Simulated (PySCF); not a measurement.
iminoborane (BH₂N), SMILES B=N. The structure is a stationary point at B3LYP-D3(BJ)/def2-TZVPD.

TDA-LC-ωPBE/def2-TZVPD (PySCF) puts the lowest singlet excitations at 7.20, 7.41, 7.41, 8.28, 8.28, 9.48 eV and the lowest triplet (TDA) at 6.02 eV.

Q: What are the lowest singlet roots from EOM-CCSD/aug-cc-pVDZ (PySCF)? (Estimate from the structure and the level; the computed values follow.)

A: 7.33, 7.44, 7.44, 7.89, 7.89, 8.89 eV; triplets 6.07, 6.80, 6.80 eV. S1 differs by 0.13 eV (second minus first; roots are paired by order, and the bases may differ).
